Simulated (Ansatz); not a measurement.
C3H7O (SMILES C[CH]CO), doublet, geometry from GFN2-xTB. Base run: CCSD(T)/6-311G** in Ansatz (a first-principles code).

The Ansatz input:
Ansatz 0.2 input:
```yaml
crystal:
  periodic: [false, false, false]
  atoms:
    - {symbol: C, position_ang: [-1.89223601, -0.24806103, 0.13597528]}
    - {symbol: C, position_ang: [-0.54241439, 0.34178157, 0.24412449]}
    - {symbol: C, position_ang: [0.62947001, -0.25810594, -0.42893963]}
    - {symbol: O, position_ang: [1.86541480, 0.25467953, 0.01563737]}
    - {symbol: H, position_ang: [-1.84030574, -1.27945500, -0.20679639]}
    - {symbol: H, position_ang: [-2.41001552, -0.21770240, 1.09700624]}
    - {symbol: H, position_ang: [-2.51798949, 0.31056854, -0.57048766]}
    - {symbol: H, position_ang: [-0.42574496, 1.31068765, 0.69919261]}
    - {symbol: H, position_ang: [0.60646553, -1.35835618, -0.31618966]}
    - {symbol: H, position_ang: [0.62082017, -0.05639144, -1.51388513]}
    - {symbol: H, position_ang: [1.87453379, 0.23952489, 0.97910034]}
basis:
  gaussian:
    orbitals: 6-311G__.json
magnetization: {spin_polarized: true, initial_magnetization: 1}
correlation: {method: ccsd_t}
```
The basis file holds 6-311G** in the JSON format of the Basis Set Exchange.

Each row names what was changed in the base input (with any setting that the change needs).

```tsv
change	ΔE vs base (kcal/mol)	MP2 correlation (Eh)	CC correlation without the perturbative part (Eh)	basis functions	core-seconds (rough)
base	0.000	-0.62704	-0.67347	114	90
diis_vectors = 4	0.000	-0.62704	-0.67347	114	90
method = ccsd	12.86	-0.62704	-0.67347	114	60
diis_vectors = 2	0.000	-0.62704	-0.67347	114	90
fitting = cc-pVTZ-JKFIT (mean field), cc-pVTZ-RIFIT (correlation)	0.035	-0.62698	-0.67345	114	70
method = rpa	?	-	-	114	6
reference functional = pbe0	?	-	?	114	100
electrons = all	?	?	?	114	200
method = bccd_t	-0.088	-0.62704	-0.67251	114	100
method = bccd	13.46	-0.62704	-0.67251	114	50
```

Q: Complete the blanks.

A: 
- method = rpa, ΔE vs base (kcal/mol): -32.08
- reference functional = pbe0, ΔE vs base (kcal/mol): 0.94
- reference functional = pbe0, CC correlation without the perturbative part (Eh): -0.69087
- electrons = all, ΔE vs base (kcal/mol): -49.10
- electrons = all, MP2 correlation (Eh): -0.70243
- electrons = all, CC correlation without the perturbative part (Eh): -0.75122
